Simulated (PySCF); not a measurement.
**Name the molecule from its bond curve**

A diatomic of charge +1 contains Zn. Its doublet curve at TPSSh in a triple-zeta basis (no relativity, PySCF), in eV from the separated fragments:

(R (Å), E (eV)): (1.549, -0.707), (1.621, -1.244), (1.693, -1.536), (1.747, -1.639), (1.801, -1.669), (1.855, -1.644), (1.927, -1.550), (2.017, -1.375), (2.125, -1.130), (2.269, -0.822)

The fit gives ωe = 630 cm⁻¹ and the rotational constant Bₑ = 0.4064 cm⁻¹.

Task: Which atom is the partner?

Result: The minimum lies at 1.801 Å, so the reduced mass is 16.8576 u Å² cm⁻¹/(Bₑ·Re²) = 12.79 u. With Zn at 63.93 u the partner weighs about 16.0 u: O. The molecule is ZnO⁺.

The state is the lowest determinant that a PBE0 search found; another state may lie lower at other levels.
